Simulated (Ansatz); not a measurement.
`c1ccc(-c2ccc(-c3ccccc3)cc2)cc1`. The state is a singlet with charge 0. Geometry r2SCAN-D4/def2-SVP, basis def2-TZVP, Ansatz.

```xyz
32

C     4.2800    3.3079   -1.8905
C     3.0919    3.8860   -1.4321
C     2.0489    3.0805   -0.9724
C     2.1701    1.6774   -0.9588
C     1.0648    0.8231   -0.4704
C    -0.2804    1.1747   -0.6901
C    -1.3207    0.3691   -0.2331
C    -1.0649   -0.8230    0.4704
C    -2.1702   -1.6774    0.9587
C    -2.0625   -2.3736    2.1783
C    -3.1056   -3.1786    2.6390
C    -4.2799   -3.3079    1.8907
C    -4.4012   -2.6236    0.6771
C    -3.3593   -1.8168    0.2168
C     0.2803   -1.1731    0.6927
C     1.3207   -0.3705    0.2305
C     3.3729    1.1100   -1.4227
C     4.4148    1.9159   -1.8843
H     5.0970    3.9393   -2.2514
H     2.9797    4.9745   -1.4227
H     1.1352    3.5446   -0.5890
H    -0.5139    2.0870   -1.2466
H    -2.3550    0.6791   -0.4078
H    -1.1600   -2.2569    2.7857
H    -3.0043   -3.7010    3.5951
H    -5.0969   -3.9393    2.2516
H    -5.3113   -2.7262    0.0783
H    -3.4537   -1.3087   -0.7475
H     0.5141   -2.1019    1.2210
H     2.3547   -0.6642    0.4332
H     3.4785    0.0213   -1.4486
H     5.3359    1.4526   -2.2509
```

| run | HOMO (eV) | LUMO (eV) |
| --- | --- | --- |
| A | -5.54 | -1.99 |
| B | -6.33 | -1.28 |
| C | -5.86 | -1.70 |
| D | -6.23 | -1.34 |
| E | -5.41 | -2.11 |
| F | -8.18 | 0.58 |

HSE06 is defined as in plane-wave codes, on full-range PBE exchange. Single mean-field runs in def2-TZVP are fitted with def2-universal-jkfit.

Task: The runs used HSE06, PBE, PBE0, r2SCAN, r2SCAN0, ωB97X-V. Estimate which is which.

Result: A r2SCAN (0 % exact exchange); B r2SCAN0 (25 % exact exchange); C HSE06 (range-separated); D PBE0 (25 % exact exchange); E PBE (0 % exact exchange); F ωB97X-V (range-separated). Exact exchange lowers occupied and raises empty levels; among semilocal functionals meta-GGAs tend to open the gap a little, and such runs are hard to tell apart. The gap grows from 3.30 eV (PBE) to 8.76 eV (ωB97X-V).
